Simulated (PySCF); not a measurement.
Correlation energy of Te⁺ (tellurium, charge +1)

[Kr] 4d10 5s2 5p3, high-spin 4S determinant. Calculation: PySCF 2.14, in aug-cc-pVQZ-PP with one added diffuse shell each of s, p, d, f, g type with ECP28MDF (8s8p6d4f3g, 117 functions); a scalar-relativistic core potential. Frozen: 4s2 4p6 4d10; 5 electrons correlated.

MP2 pair energies summed by pair of shells (mhartree):

| pair | energy | share (%) |
| --- | --- | --- |
| 5s-5p | -46.49 | 66.8 |
| 5p-5p | -14.53 | 20.9 |
| 5s-5s | -8.54 | 12.3 |

Total MP2 correlation energy: -69.56 mhartree.

Same-spin part -17.80 and opposite-spin part -51.76 mhartree; SCS-MP2 scales them by 1/3 and 6/5 to -68.05 mhartree.
